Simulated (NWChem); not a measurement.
Species: SeBrF; SMILES F[Se]Br

```xyz
3

Se     0.4003     0.9338     0.0000
F     -1.2295     1.5911     0.0000
Br    -0.0727    -1.3163     0.0000
```
Atoms are numbered in this order, from 1.

All runs: NWChem. The geometry was optimised at PBE0/def2-SVP. Ions are spin-unrestricted doublets at the neutral geometry; other ion states weren't tried.

Order these by “ΔSCF minus −ε(HOMO) (eV)”, lowest first: PBE/def2-SVP; B3LYP/def2-SVP; PBE0/def2-SVP; BHandHLYP/def2-SVP.

BHandHLYP/def2-SVP (1.48), PBE0/def2-SVP (2.49), B3LYP/def2-SVP (2.73), PBE/def2-SVP (3.51)
